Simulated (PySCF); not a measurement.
# C7H7F2: g tensor and hyperfine couplings

Compound: C7H7F2 (doublet state).
Atom-mapped SMILES: `[CH3:1][CH:2][C:3]1=[CH:4][CH:5]=[C:6]([F:7])[C@@H:8]1[F:9]` (hydrogens: H10, H11, H12 on C1; H13 on C2; H14 on C4; H15 on C5; H16 on C8)

Cartesian coordinates in Å at the GFN2-xTB level; atoms count from 1:
```xyz
16
C7H7F2 angstrom
C     -2.302   -0.387    0.694
C     -1.422   -0.282   -0.497
C     -0.097   -0.009   -0.443
C      0.817    0.089   -1.518
C      2.114    0.334   -1.036
C      2.080    0.396    0.322
F      3.109    0.646    1.139
C      0.682    0.229    0.840
F      0.557   -0.819    1.733
H     -3.350   -0.329    0.413
H     -2.135   -1.341    1.199
H     -2.079    0.396    1.418
H     -1.863   -0.471   -1.465
H      0.551   -0.013   -2.552
H      2.994    0.449   -1.641
H      0.336    1.121    1.383
```

The hyperfine couplings belong to this conformer and change with its torsions.

Theory: PySCF 2.14.0, UKS B3LYP, pcH-1 on C F H, non-relativistic, mean-field spin-orbit, GIAO. The structure is a single GFN2-xTB conformer in the gas phase; no vibrational or solvent corrections. GFN2-xTB frequencies show an imaginary mode (53i cm⁻¹), so this geometry is no minimum at that level. The geometry wasn't refined by DFT: couplings that depend on bond lengths, twists or pyramidal angles can differ widely from those at the functional's own minimum. Stability of the SCF solution: not tested. ⟨S²⟩ is 0.789 where a pure state has 0.75.

```
g1, g2, g3                      : 2.00201, 2.00332, 2.00372
g_iso                           : 2.00302
Form of g                       : rhombic: the two nearest values differ by 23 % of g3 − g1
⟨S²⟩                            : 0.7893 (exact 0.7500)
α and β electrons               : 34, 33
HOMO–LUMO gap, α and β orbitals : 4.06, 4.65 eV
Total energy                    : -470.59254 Eh
```

Isotropic coupling and dipolar principal values T1 to T3, in G (MHz turned into gauss with g_iso; 10 G = 1 mT):

| atom | isotope | a_iso | T1 | T2 | T3 | Mulliken spin population |
| --- | --- | --- | --- | --- | --- | --- |
| C1 | 13C | -4.6 | -0.3 | 0.1 | 0.2 | -0.03 |
| C2 | 13C | 11.6 | -10.5 | -10.3 | 20.8 | 0.37 |
| C3 | 13C | -13.1 | -8.3 | 3.4 | 4.9 | -0.20 |
| C4 | 13C | 18.6 | -16.6 | -16.3 | 32.9 | 0.59 |
| C5 | 13C | -14.9 | -9.6 | 4.5 | 5.1 | -0.23 |
| C6 | 13C | 18.6 | -15.4 | -15.2 | 30.6 | 0.45 |
| F7 | 19F | 29.2 | -50.9 | -42.4 | 93.3 | 0.04 |
| C8 | 13C | -4.0 | -0.5 | -0.1 | 0.6 | -0.01 |
| F9 | 19F | 37.6 | -11.3 | -8.0 | 19.3 | 0.01 |
| H10 | 1H | 2.7 | -0.7 | -0.6 | 1.3 | 0.00 |
| H11 | 1H | 20.0 | -0.8 | -0.4 | 1.2 | 0.02 |
| H12 | 1H | 8.2 | -0.7 | -0.4 | 1.1 | 0.01 |
| H13 | 1H | -8.4 | -4.1 | -0.6 | 4.7 | -0.02 |
| H14 | 1H | -13.6 | -7.7 | -0.2 | 7.9 | -0.03 |
| H15 | 1H | 3.9 | -1.4 | -0.5 | 1.9 | 0.01 |
| H16 | 1H | 7.6 | -0.9 | -0.6 | 1.5 | 0.01 |

The Mulliken spin populations are largest on C4 (+0.59), C6 (+0.45), C2 (+0.37) and C5 (-0.23). Three atoms exceed +0.15. The angles at C4 add up to 360.0°, so it is planar.

C2, the radical centre as drawn in `C[CH]C1=CC=C(F)[C@@H]1F`, holds a spin population of +0.37 out of 1.

Axes: g2 points within 7° of the C6–F7 bond and g3 points within 4° of the C3–C4 bond.

Under fast tumbling the dipolar parts average out, and these isotropic splittings remain (the largest six): 1 × 19F (F9, I = 1/2, 2 lines) with 3.76 mT, 1 × 19F (F7, I = 1/2, 2 lines) with 2.92 mT, 1 × 1H (H14, I = 1/2, 2 lines) with 1.36 mT, 3 × 1H (H10/H11/H12, I = 1/2, 4 lines) with 1.03 mT, 1 × 1H (H13, I = 1/2, 2 lines) with 0.84 mT and 1 × 1H (H16, I = 1/2, 2 lines) with 0.76 mT.

Class means assume fast exchange of nuclei equivalent by connectivity; if that motion is slow, each nucleus keeps its own coupling. The three 1H nuclei of mean +28.9 MHz run from 7.5 to 56.0 MHz in the frozen geometry.

The 13C coupling of C6 (52.2 MHz) shows only in satellite lines or after enrichment, since that isotope makes up about 1.07 % of natural carbon.
